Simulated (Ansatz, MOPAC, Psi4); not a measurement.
System: BO, net charge 0, doublet state. SMILES: [B]=O
Geometry from a B3LYP-D3(BJ)/def2-TZVP (Ansatz, an electronic-structure program) optimisation:
```
B
O 1 1.2021
```
Charge 0, spin multiplicity 2.

Wanted: vertical electron affinity to the singlet, in eV. Conventions: non-relativistic; 6-31G* and kin with 6d, 5d where marked; frozen cores in correlated levels; each state is the SCF solution reached for its charge and spin; open shells spin-unrestricted; spin-orbit terms left out. CBS(X,Y): correlation extrapolated as X^-3; Hartree-Fock from the larger set. First-principles rows: single points at B3LYP-D3(BJ) geometries (Ansatz). Semi-empirical rows: differences of heats of formation at the shared geometry for vertical values. Sets without +, aug- or the D of def2-TZVPD hold no diffuse functions, which anions need.

```csv
species,coefficient,"E at wB97X-D/6-31G* (Psi4), Eh","E at B3LYP/def2-TZVPD (Ansatz), Eh","heat of formation at PM3 (MOPAC), kcal/mol"
"charge -1, singlet",-1,-100.04193,-100.16354,-54.31
"charge 0, doublet",+1,-99.98646,-100.07026,-7.63
```

Coupled cluster (Ansatz) is a level with limits of its own, used here on species with T1 under 0.025 (0.045 for open shells) and stable references: CCSD(T)/CBS(aug-cc-pVTZ,aug-cc-pVQZ). Value to compare with, CCSD(T)/CBS(aug-cc-pVTZ,aug-cc-pVQZ) (Ansatz): 2.46 eV. 1 Eh = 27.2114 eV and 1 eV = 23.0605 kcal/mol.

**Question.** Work the quantity out at each level, and compare with CCSD(T)/CBS(aug-cc-pVTZ,aug-cc-pVQZ) (Ansatz).

**Answer.** 
- wB97X-D/6-31G*: the sum of coefficient times E is 0.05547 Eh, or 1.509 eV. Result: 1.51 eV. Its difference against CCSD(T)/CBS(aug-cc-pVTZ,aug-cc-pVQZ) (Ansatz) is -0.95 eV.
- B3LYP/def2-TZVPD: the sum of coefficient times E is 0.09328 Eh, or 2.538 eV. Result: 2.54 eV. Its difference against CCSD(T)/CBS(aug-cc-pVTZ,aug-cc-pVQZ) (Ansatz) is 0.08 eV.
- PM3: the sum of coefficient times heat of formation is 46.68 kcal/mol, or 2.02 eV. Its difference against CCSD(T)/CBS(aug-cc-pVTZ,aug-cc-pVQZ) (Ansatz) is -0.44 eV.
